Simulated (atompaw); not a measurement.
**Scattering properties, PAW (atompaw) potential for silicon**

silicon, PAW, made with atompaw 4.2.0.5 (PBE, scalar-relativistic). Core [Ne], reference 3s2 3p1.75 (charge +0.25). Waves: 3s (bound): rc 2.05 bohr; 3s channel at 0.25 Ry: rc 1.55 bohr; 3p (bound): rc 2.05 bohr; 3p channel at 1 Ry: rc 2.05 bohr; 3d channel at 0.05 Ry: rc 2.05 bohr; 3d channel at 0.85 Ry: rc 1.55 bohr. Local part: troulliermartins scheme with l = 3 at 0 Ry, radius 1.90 bohr. Core correction: smooth core density matched at 1.20 bohr. Augmentation charge: sinc compensation charge, radius 1.85 bohr; PAW radius 2.05 bohr; waves and projectors: custom polynom2 7 10 vanderbiltortho.

The phase is arctan(r·u′/u) with u = r·R(r), unwrapped; energies in Ry, scanned from -3 to 5 Ry. A pole is an energy at which the radial function vanishes at the test radius. The pseudo phase is shifted by a multiple of π to meet the all-electron one at the reference energy, and phase errors are pseudo minus all-electron; the curves can meet again beyond the range given. Levels narrower than the energy grid can be missing from the lists of poles.

```csv
channel,radius (bohr),reference energy (Ry),"poles, all-electron","poles, pseudo",unbroken range about the reference energy with phases within 0.05 rad,phase error 1 Ry above the reference energy (rad)
s,2.05,-0.93,1.60,1.60,the whole range,+0.000
p,2.05,-0.43,2.56,"2.53, 4.49",below 3.6,-0.000
d,2.05,0.05,3.26,3.24,the whole range,+0.000
```

Phases in the d channel:

```
E (Ry)  all-electron  pseudo
 -3.00         1.292   1.292
 -2.52         1.268   1.268
 -2.04         1.237   1.237
 -1.56         1.196   1.196
 -1.08         1.137   1.137
 -0.60         1.044   1.044
 -0.12         0.882   0.882
  0.36         0.546   0.546
  0.84        -0.158  -0.158
  1.32        -0.875  -0.875
  1.80        -1.223  -1.224
  2.28        -1.395  -1.395
  2.76        -1.496  -1.498
  3.24        -1.568  -1.571
  3.72        -1.626  -1.632
  4.20        -1.680  -1.691
  4.68        -1.737  -1.759
```
